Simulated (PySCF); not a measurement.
# C2H8O2Si

The system: C2H8O2Si, a small molecule; neutral, singlet. The structure, one conformer, was relaxed in the gas phase by PBE0-D3(BJ)/def2-SVP. No frequency run checks that it is a minimum.

SMILES: C[Si](C)(O)O

```
atom   x (Å)   y (Å)   z (Å)
 Si1  -0.145   0.386  -0.002
  C2  -0.908  -1.323   0.072
  C3   1.676   0.304  -0.366
  O4  -0.463   1.185   1.434
  O5  -0.808   1.313  -1.213
  H6  -0.779  -1.843  -0.890
  H7  -0.436  -1.945   0.850
  H8  -1.988  -1.280   0.285
  H9   2.118   1.311  -0.335
 H10   1.856  -0.117  -1.368
 H11   2.205  -0.327   0.366
 H12  -0.629   0.636   2.204
 H13  -1.676   1.680  -1.024
```

Shieldings: GIAO PBE0/pcSseg-2. Shifts are against computed references at the same level: C TMS (σ 184.1 ppm), H TMS (σ 31.24 ppm), Si TMS (σ 341.3 ppm). Core levels by delta-SCF with SCAN, pcX-2 on the ionised atom and pcseg-1 elsewhere, spin-free X2C (2p3/2 is the spin-free 2p value less a third of a first-order spin-orbit splitting); from the vacuum level, for chosen atoms.

(1) Give the NMR and core-level values of the distinct atoms.

(2) By CAM-B3LYP/def2-SVPD (TDDFT singlets, Tamm-Dancoff triplets, ionisation by delta-SCF), where does absorption start, and what does vertical ionisation take?

Results:

(1) 
```csv
atoms,bonded to,σ (ppm),δ (ppm),core level (eV)
Si1,2 C + 2 O,335.3,6.0,2p3/2 107.20
C2,1 Si + 3 H,183.3,0.8,1s 290.24
C3,1 Si + 3 H,185.1,-1.0,1s 290.08
O4,1 Si + 1 H,265.3,-,1s 538.32
O5,1 Si + 1 H,269.5,-,1s 538.27
H6 H7 H8,1 C,31.19,0.05,-
H9 H10 H11,1 C,31.12,0.13,-
H12,1 O,30.14,1.10,-
H13,1 O,30.07,1.17,-
```

Values are those of this one static structure, with the three H of a rotating XH3 group averaged; atoms that internal rotation interchanges would show their mean in an NMR spectrum.

(2) The lowest singlet lies at 7.26 eV (f 0.069), the lowest triplet at 7.03 eV; vertical ionisation takes 10.39 eV.

The 3 runs behind this took 3 min in all, one thread each of Intel Xeon Platinum 8488C on a shared host, launched as `OMP_NUM_THREADS=1 python cluster_run.py task.json out`.
